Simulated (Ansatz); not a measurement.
`C[O][In]([CH3])[Cl]` + `CNP` → `CN(C)P` + `[CH3][In]([OH])[Cl]`  (substitution at a C–O bond)

Isolated molecules relaxed with PBE0-D4/def2-TZVP in Ansatz; ΔE leaves out vibrations. CCSD(T)/CBS is the MP2 limit (def2-TZVPP, def2-QZVPP) plus CCSD(T) − MP2 in def2-TZVPP, frozen cores. Functionals use def2-TZVPP. B3LYP here is the variant with VWN-RPA as its local correlation; programs differ in this. def2 core potentials past Kr. For In outer-core shells are correlated without core-valence functions, which leaves a few kJ/mol of doubt a bond. Each species was taken in one conformer, which may not be the lowest.

```csv
level,ΔE (kJ/mol),difference from CCSD(T)/CBS
r2SCAN-D4,-31.5,3.1
ωB97X-V,-30.6,4.0
B2PLYP,-30.1,4.5
B3LYP,-24.9,9.7
HF/def2-TZVPP,-20.7,13.9
CCSD/def2-TZVPP,-32.6,2.0
HF/def2-QZVPP,-20.6,14.0
MP2/def2-QZVPP,-40.4,-5.8
SCS-MP2/def2-QZVPP,-35.6,-1.0
CCSD/CBS(def2),-32.9,1.7
CCSD(T)/CBS,-34.6,0
```

Largest T1 diagnostic among the species: 0.014.

The D4 term adds −3.9 kJ/mol with B3LYP and −2.0 kJ/mol with PBE0; it sums over pairs of atoms, weighted by their polarisabilities, and B3LYP, whose exchange is more repulsive, gets the larger term. In def2-TZVPP, CCSD(T) changes the Hartree–Fock value by −13.6 kJ/mol (the triples alone add −1.8 kJ/mol) and MP2 by −19.6 kJ/mol.
